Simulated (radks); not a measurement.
Task: Ionisation of neutral caesium, [Xe] 6s1, to [Xe] as the strength of local exchange is varied. Method: Dirac Kohn-Sham, Slater X-alpha exchange (alpha = 2/3 is LDA exchange), no correlation, spin-unpolarised, spherical densities, point nucleus; computed with a radial shooting solver on a logarithmic mesh with Libxc functionals.

| alpha | E(Cs) (hartree) | exchange (hartree) | IE (eV) | -e of the level emptied (eV) | <r> of it (bohr) |
|---|---|---|---|---|---|
| 0.618 | -7765.6723 | -167.6510 | 3.185 | 1.454 (6s1/2) | 6.005 |
| 0.633 | -7769.7425 | -171.8053 | 3.231 | 1.494 (6s1/2) | 5.961 |
| 0.666 | -7778.7040 | -180.9590 | 3.333 | 1.586 (6s1/2) | 5.868 |
| 0.667 | -7778.9757 | -181.2367 | 3.336 | 1.588 (6s1/2) | 5.866 |
| 0.751 | -7801.8318 | -204.6264 | 3.601 | 1.831 (6s1/2) | 5.645 |
| 0.78 | -7809.7372 | -212.7307 | 3.695 | 1.918 (6s1/2) | 5.574 |
| 0.868 | -7833.7723 | -237.4151 | 3.988 | 2.192 (6s1/2) | 5.371 |
| x | -7758.0799 | -159.9070 | 3.101 | 1.379 (6s1/2) | 6.088 |

Which alpha was used in the last row?

Result: alpha = 0.59. NIST Atomic Spectra Database: 3.894 eV (measured). The Delta-SCF value meets it near alpha = 0.84. Spin polarisation and multiplet splitting are left out, so open shells lie too high by an amount that depends on their filling.

Beside tabulated values, note that spin-unpolarised runs miss the spin-polarisation part of the exchange energy of open shells.
